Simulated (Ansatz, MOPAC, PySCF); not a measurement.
Noncovalent pair: C2H4 (SMILES C=C) (first 6 atoms) with C2H6O (SMILES COC); geometry from B3LYP-D3(BJ)/def2-TZVP, rigid monomers moved along the line of their centres of mass till H5···O8 is 3.40 Å.
(charge 0, multiplicity 1):
| atom | x (Å) | y (Å) | z (Å) |
|---|---|---|---|
| C | 0.5184 | -0.5038 | 0.2877 |
| C | -0.3977 | 0.4366 | 0.4691 |
| H | 0.8600 | -0.7904 | -0.6998 |
| H | 0.9667 | -1.0288 | 1.1230 |
| H | -0.7351 | 0.7185 | 1.4592 |
| H | -0.8421 | 0.9575 | -0.3710 |
| C | 0.6096 | 0.8040 | 5.1157 |
| O | -0.7488 | 0.5242 | 4.8558 |
| C | -1.0603 | -0.8432 | 5.0118 |
| H | 1.2696 | 0.2585 | 4.4294 |
| H | 0.8811 | 0.5398 | 6.1459 |
| H | 0.7556 | 1.8731 | 4.9710 |
| H | -0.4795 | -1.4679 | 4.3213 |
| H | -2.1195 | -0.9635 | 4.7908 |
| H | -0.8657 | -1.1819 | 6.0376 |

Counterpoise-corrected where a basis set is named; no monomer relaxation. Rows marked so take none.

Cores are frozen in the correlated methods. Rows in 3-21G, 6-31G* carry no dispersion term and start afresh at each structure (6-31G* with six Cartesian d functions). MP2/6-31G* freezes PySCF's default core. The state that AM1, PM7 reach isn't checked; PM7 holds dispersion and hydrogen-bond terms.

The values were computed with Ansatz (a program for electronic structure) with Gaussian orbitals; MOPAC for AM1, PM7 (differences of heats of formation); PySCF for 3-21G rows, 6-31G* rows, the dispersion terms. 

Other levels give for the interaction energy: PBE/def2-TZVPPD -21.3; B3LYP/def2-TZVPPD -4.4; B3LYP-D3(BJ)/def2-TZVPPD -35.6; wB97M-V/def2-TZVPPD -35.7; CCSD(T)/aug-cc-pVDZ -35.1 meV.

Common cheap choices:

```tsv
level	interaction energy (meV)
AM1	-1.6
PM7	-42.8
HF/3-21G (no counterpoise)	-28.0
HF/6-31G*	-10.7
HF/6-31G* (no counterpoise)	-23.9
M06-2X/6-31G* (no counterpoise)	-44.8
MP2/6-31G*	-23.3
MP2/6-31G* (no counterpoise)	-44.0
```
